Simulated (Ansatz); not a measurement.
System: C$_{3}$H$_{4}$O, charge 0, singlet. C3H4O (2H-oxete, SMILES C1=COC1).
B3LYP-D3(BJ)/def2-TZVP minimum from Ansatz (a program for electronic structure):
```
C
C 1 1.3340
H 1 1.0743 2 137.08
H 2 1.0802 1 139.99 3 0.00
O 2 1.3852 4 120.95 1 180.00
C 5 1.4794 2 86.30 4 -180.00
H 6 1.0899 5 110.08 2 118.55
H 6 1.0899 7 111.19 5 -122.25
```
Charge 0, spin multiplicity 1.

Quantity: atomisation energy (electronic, to ground-state atoms), in kcal/mol. Radicals and triplets start from unrestricted determinants; spin-orbit coupling is neglected. CBS(X,Y): correlation extrapolated as X^-3, Hartree-Fock from the larger set. A bracket is a step between two methods taken in the basis named. The functionals are non-relativistic, so their misses hold any scalar relativity. Double hybrids freeze cores in their MP2 part. '+ core + X2C': CCSD(T) terms for core correlation (cc-pwCVTZ) and scalar relativity (cc-pVTZ-DK). Where a partner has so few electrons that a lower coupled-cluster level is exact, that level stands in.

CCSD(T)/CBS(cc-pVTZ,cc-pVQZ) + [CCSDT(Q) - CCSD(T)]/cc-pVDZ + core + X2C (Ansatz) gives 800.2 kcal/mol.

Q: What does PBE/def2-TZVPD (Ansatz) give here, and how do the other levels compare?

A: PBE gives 826.5 kcal/mol, 26.3 kcal/mol above it. Differences of the others: B3LYP/def2-TZVPD (Ansatz) -7.7; B2PLYP/def2-TZVPD (Ansatz) -11.0; CCSD(T)/CBS(cc-pVTZ,cc-pVQZ) + core + X2C (Ansatz) -0.9 kcal/mol. Nearer than PBE: B3LYP/def2-TZVPD, B2PLYP/def2-TZVPD, CCSD(T)/CBS(cc-pVTZ,cc-pVQZ) + core + X2C.
